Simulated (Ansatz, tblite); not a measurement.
Removing and adding an electron: BAs2 (the lowest doublet isomer of a short search). The state is a doublet with charge 0. Geometry: PBE-D4/def2-TZVP. Ansatz, gas phase; energy differences of separate SCF runs; the oxidised species is a singlet (the triplet lies 1.30 eV higher at PBE0-D4/def2-TZVP); the reduced species is a singlet (the triplet lies 0.13 eV higher at PBE0-D4/def2-TZVPD).

```
atom   x (Å)   y (Å)   z (Å)
  B1   0.488   0.211  -0.538
 As2  -0.771  -1.143  -0.615
 As3   0.283   0.932   1.153
```

The xTB rows come from tblite. The structure comes from a short search, and lower isomers may exist.

```json
{"level": "GFN1-xTB", "−HOMO (eV)": "–", "vertical IE (eV)": "13.23", "−LUMO (eV)": "–", "vertical EA (eV)": "4.52", "HOMO–LUMO gap (eV)": "–", "IE − EA (eV)": "8.71", "remarks": "–"}
{"level": "GFN2-xTB", "−HOMO (eV)": "–", "vertical IE (eV)": "10.98", "−LUMO (eV)": "–", "vertical EA (eV)": "3.91", "HOMO–LUMO gap (eV)": "–", "IE − EA (eV)": "7.07", "remarks": "–"}
{"level": "PBE-D4/def2-TZVP", "−HOMO (eV)": "4.89", "vertical IE (eV)": "7.79", "−LUMO (eV)": "3.98", "vertical EA (eV)": "–", "HOMO–LUMO gap (eV)": "0.92", "IE − EA (eV)": "–", "remarks": "restricted SCF unstable in HF (+1 singlet)"}
{"level": "PBE-D4/def2-TZVPD", "−HOMO (eV)": "4.93", "vertical IE (eV)": "–", "−LUMO (eV)": "4.02", "vertical EA (eV)": "1.46", "HOMO–LUMO gap (eV)": "0.91", "IE − EA (eV)": "–", "remarks": "HOMO above zero (-1 singlet), restricted singlet, untested (-1 singlet)"}
{"level": "r2SCAN-D4/def2-TZVP", "−HOMO (eV)": "5.26", "vertical IE (eV)": "8.04", "−LUMO (eV)": "3.79", "vertical EA (eV)": "–", "HOMO–LUMO gap (eV)": "1.46", "IE − EA (eV)": "–", "remarks": "restricted SCF unstable in HF (+1 singlet)"}
{"level": "r2SCAN-D4/def2-TZVPD", "−HOMO (eV)": "5.27", "vertical IE (eV)": "–", "−LUMO (eV)": "3.82", "vertical EA (eV)": "1.48", "HOMO–LUMO gap (eV)": "1.46", "IE − EA (eV)": "–", "remarks": "HOMO above zero (-1 singlet), restricted singlet, untested (-1 singlet)"}
{"level": "PBE0-D4/def2-TZVP", "−HOMO (eV)": "5.95", "vertical IE (eV)": "7.98", "−LUMO (eV)": "3.19", "vertical EA (eV)": "–", "HOMO–LUMO gap (eV)": "2.77", "IE − EA (eV)": "–", "remarks": "restricted SCF unstable in HF (+1 singlet)"}
{"level": "PBE0-D4/def2-TZVPD", "−HOMO (eV)": "5.97", "vertical IE (eV)": "–", "−LUMO (eV)": "3.23", "vertical EA (eV)": "1.50", "HOMO–LUMO gap (eV)": "2.74", "IE − EA (eV)": "–", "remarks": "HOMO above zero (-1 singlet), restricted singlet, untested (-1 singlet)"}
```

Run but left out: HF/def2-TZVPP, MP2/def2-TZVPP, CCSD/def2-TZVPP, CCSD(T)/def2-TZVPP (doublet: ⟨S²⟩ 1.37, where a pure state has 0.75).   A HOMO above zero means that the electron is unbound at that level or that self-interaction error raises the level; the energy of removing that electron tells which. HOMO and LUMO are the levels of the spin that leaves or enters (xTB has no such levels and no spin-polarisation term). Other spin states of the ions may lie lower, which would lower the ionisation energy or raise the affinity. Raw xTB energy differences between charge states are shifted by several eV; the methods need an empirical correction for them.
